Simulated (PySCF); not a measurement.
CH₃ClSSe.

```xyz
7

Se     0.2561     0.0331     0.8253
Cl     0.7719     1.8565    -0.3860
S     -0.2140    -1.4642    -0.6768
C     -1.9344    -1.0512    -1.1490
H     -2.6076    -1.1222    -0.2845
H     -2.2275    -1.7863    -1.9140
H     -1.9635    -0.0412    -1.5795
```
Charge 0, spin multiplicity 1.

Coordinates come from a B3LYP-D3(BJ)/def2-SVP optimisation. This is a generated structure with no PubChem entry under its InChIKey; it may be hypothetical. One conformer was computed; it need not be the lowest.

Level of theory: PBE0/pcSseg-1 (PySCF). Non-relativistic, no solvent.

Task: Give the absolute GIAO shielding of each atom: isotropic value and principal components (ppm). (The exact figures need the calculation; the answer reports its results.)

Result: 
```csv
atom,σ(iso),σ11,σ22,σ33,span
Se1,30.9,-939.6,-120.1,1152.4,2092.0
Cl2,814.8,266.6,999.0,1178.8,912.2
S3,322.4,75.2,331.7,560.2,485.1
C4,154.4,128.2,151.0,184.1,55.8
H5,28.6,24.4,26.6,34.9,10.5
H6,28.9,23.8,25.7,37.2,13.4
H7,28.4,23.3,28.1,33.8,10.6
```
